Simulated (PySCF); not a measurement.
How the method moves the HOMO and LUMO of `OCCC#[N+][AlH3-]`

Species: C3H8AlNO.
SMILES with atom numbers: `[OH:1][CH2:2][CH2:3][C:4]#[N+:5][AlH3-:6]` (hydrogens: H7 on O1; H8, H9 on C2; H10, H11 on C3; H12, H13, H14 on Al6)

Cartesian coordinates in Å at the PBE0-D3(BJ)/def2-SVP level; atoms count from 1:
```
atom  x, y, z in Å
O1    -1.1798   -1.3370   -0.2620
C2    -1.7119   -0.0790   -0.4682
C3    -1.3652    0.8951    0.6917
C4     0.0757    0.9064    0.7932
N5     1.2100    0.7197    0.6898
Al6    2.6447   -0.4577   -0.1686
H7    -0.2569   -1.3735   -0.5775
H8    -1.3842    0.3817   -1.4188
H9    -2.8105   -0.1584   -0.5032
H10   -1.7860    0.5267    1.6401
H11   -1.7477    1.9114    0.5079
H12    3.4992    0.5634   -1.0476
H13    1.5102   -1.3019   -0.9816
H14    3.3013   -1.1966    1.0835
```

Basis pcSseg-1 throughout (PySCF), one geometry. One conformer (not necessarily the lowest) at the PBE0-D3(BJ)/def2-SVP geometry, without solvent, vibrations or thermal averaging.

**Question.** How do the orbital energies, the gap and the dipole change with the method?

**Answer.** 
| method | kind | HOMO (eV) | LUMO (eV) | gap (eV) | μ (D) | SCF cycles |
| --- | --- | --- | --- | --- | --- | --- |
| B97-2 | global hybrid | -7.34 | -1.42 | 5.92 | 6.59 | 14 |
| PBE0 | global hybrid | -7.58 | -1.35 | 6.23 | 6.58 | 14 |
| mPW1PW91 | global hybrid | -7.61 | -1.37 | 6.24 | 6.60 | 14 |
| BHandHLYP | global hybrid | -8.75 | -0.19 | 8.56 | 6.79 | 13 |
| CAM-B3LYP | range-separated hybrid | -8.96 | -0.18 | 8.78 | 6.66 | 13 |
| wB97X-D | range-separated hybrid | -9.48 | 0.47 | 9.95 | 6.70 | 14 |
| LC-wPBE | range-separated hybrid | -10.37 | 1.01 | 11.37 | 6.78 | 14 |

The HOMO spans 3.03 eV, from B97-2 down to LC-wPBE, and the gap runs from 5.92 eV (B97-2) to 11.37 eV (LC-wPBE). Over the methods B97-2 (21 %), PBE0 (25 %), mPW1PW91 (25 %), BHandHLYP (50 %), a straight line through the gap against the share of exact exchange rises by 0.92 eV for each 10 % (correlation coefficient 1.000). The dipole ranges from 6.58 D (PBE0) to 6.79 D (BHandHLYP). This basis has no diffuse functions.
